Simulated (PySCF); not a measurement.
Species: MeSiCl2SBu, C5H12Cl2SSi.
Bonds: C1–C2, C2–C3, C3–C4, C4–S5, S5–Si6, Si6–C7, Si6–Cl8, Si6–Cl9. Hydrogens: H10, H11, H12 on C1; H13, H14 on C2; H15, H16 on C3; H17, H18 on C4; H19, H20, H21 on C7.

All values: PBE0/pcSseg-1 (PySCF, non-relativistic), on one gas-phase PBE0-D3(BJ)/def2-SVP geometry that isn't relaxed in the solvent. The solvent is an IEF-PCM continuum (Bondi radii, 1.10 Å for H, scaled by 1.2). Specific hydrogen bonds and non-electrostatic terms are outside this model.

Gas phase at PBE0/pcSseg-1: HOMO -7.38 eV, LUMO -0.06 eV, dipole 3.67 D.

Problem. What does the continuum do to the energy, the frontier levels and the dipole at PBE0/pcSseg-1 in chloroform, acetone and dimethylsulfoxide?

Solution. 
```json
{"solvent": "chloroform", "ε": "4.711", "E(solvent) − E(gas) (kJ/mol)": "-14.02", "polarisation term (kJ/mol)": "-15.96", "distortion of the solute (kJ/mol)": "1.94", "HOMO (eV)": "-7.37", "LUMO (eV)": "0.05", "dipole (D)": "4.51"}
{"solvent": "acetone", "ε": "20.49", "E(solvent) − E(gas) (kJ/mol)": "-19.11", "polarisation term (kJ/mol)": "-22.93", "distortion of the solute (kJ/mol)": "3.82", "HOMO (eV)": "-7.39", "LUMO (eV)": "0.07", "dipole (D)": "4.85"}
{"solvent": "dimethylsulfoxide", "ε": "46.83", "E(solvent) − E(gas) (kJ/mol)": "-20.12", "polarisation term (kJ/mol)": "-24.42", "distortion of the solute (kJ/mol)": "4.30", "HOMO (eV)": "-7.39", "LUMO (eV)": "0.08", "dipole (D)": "4.92"}
```

Polarisation term: ½ Σ q·V over the induced surface charges. Distortion: the rise of the solute's own energy as its density leaves the gas-phase optimum. From chloroform to dimethylsulfoxide the lowering changes by a factor 1.44, Onsager's factor (ε − 1)/(2ε + 1) by 1.36 and ε itself by 9.9.

Problem. Which radius a makes the point-dipole formula ΔE = −[(ε − 1)/(2ε + 1)]·μ²/a³ give the value in dimethylsulfoxide, with the gas-phase dipole?

Solution. μ = 1.443 au and |ΔE| = 0.00766 Eh give a = 2.69 Å; the farthest nucleus lies 4.79 Å from the centroid of the nuclei, so such a sphere wouldn't even hold the nuclei. The formula assumes a rigid point dipole at the centre of a sphere.

Problem. Which Hirshfeld charges (PBE0/pcSseg-1) respond most in acetone (means over atoms taken as equivalent)?

Solution. 
```csv
atoms,environment,gas (e),solvent (e),change
S5,sulfur bonded to C and Si,-0.076,-0.102,-0.026
Cl8/Cl9,silicon-bound chlorine,-0.124,-0.139,-0.015
H17/H18,methylene hydrogen,+0.043,+0.052,+0.009
H19/H20/H21,methyl hydrogen,+0.052,+0.059,+0.007
C4,sp3 carbon bound to sulfur,-0.062,-0.056,+0.006
C7,Si-methyl carbon,-0.212,-0.208,+0.004
```

Problem. Which Mayer bond orders change most in acetone?

Solution. 
| bond | length (Å) | gas | solvent | change |
| --- | --- | --- | --- | --- |
| Si6–Cl9 | 2.059 | 0.994 | 0.961 | -0.033 |
| Si6–Cl8 | 2.076 | 0.980 | 0.953 | -0.027 |
| Si6–C7 | 1.856 | 0.990 | 1.017 | +0.027 |
| C4–S5 | 1.835 | 1.013 | 0.991 | -0.022 |
| C7–H21 | 1.100 | 0.937 | 0.929 | -0.008 |
| C7–H19 | 1.100 | 0.942 | 0.935 | -0.007 |
| C4–H18 | 1.100 | 0.936 | 0.930 | -0.006 |
| C7–H20 | 1.101 | 0.940 | 0.934 | -0.006 |

Problem. How do the nuclear quadrupole coupling constants eQVzz/h respond in acetone?

Solution. 
| nucleus | Q (barn) | gas (MHz) | solvent (MHz) | η gas | η solvent |
| --- | --- | --- | --- | --- | --- |
| 33S at S5 | -0.06781 | 35.53 | 34.10 | 0.80 | 0.79 |
| 35Cl at Cl8 | -0.0817 | -42.42 | -41.67 | 0.10 | 0.09 |
| 35Cl at Cl9 | -0.0817 | -43.95 | -42.60 | 0.02 | 0.02 |

The values belong to the conformer `[CH3:1][CH2:2][CH2:3][CH2:4][S:5][Si:6]([CH3:7])([Cl:8])[Cl:9]`: C1–C2–C3–C4 -64°, C2–C3–C4–S5 178°, C3–C4–S5–Si6 82°, C4–S5–Si6–C7 52°.
